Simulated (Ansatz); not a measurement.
H2B (SMILES [BH2]), doublet, at a GFN2-xTB geometry; HF/def2-SV(P) in Ansatz (a quantum-chemistry and plane-wave program).

Input for Ansatz:
Ansatz 0.2 input:
```yaml
crystal:
  periodic: [false, false, false]
  atoms:
    - {symbol: B, position_ang: [0.00271313, 0.14407631, 0.00733080]}
    - {symbol: H, position_ang: [-1.04992817, -0.34152947, 0.00097932]}
    - {symbol: H, position_ang: [1.03636254, -0.37885211, -0.03763330]}
basis:
  gaussian:
    orbitals: def2-SV_P_.json
hamiltonian:
  xc: hf
magnetization: {spin_polarized: true, initial_magnetization: 1}
accuracy: high
```
The basis file holds def2-SV(P) in the JSON format of the Basis Set Exchange.

Write the output that Ansatz gives for this input, abridged.


```
Functional definition: HF
357 factors; integrals over basis functions are off by at most 2.5e-9 eV
mean field evaluation 1: about -699.3625 eV, gradient 7.3e0 eV
mean field evaluation 2: about -699.3623 eV, gradient 7.3e0 eV
mean field evaluation 4: about -700.0051 eV, gradient 6.4e-1 eV
mean field evaluation 8: about -700.0138 eV, gradient 2.6e-3 eV
mean field evaluation 16: about -699.5404 eV, gradient 1.4e0 eV
mean field -700.01377306 eV, -25.7250316735 hartree, gradient 1.6e-8 eV, S^2 0.752532; 0 other end points of the search recorded, 0 dependent functions left out
reference -700.01377306 eV, -25.7250316735 hartree; 4, 3 occupied and 14, 15 virtual orbitals, 357 factors
Total energy: -700.01377306 eV, -25.7250316735 hartree
```
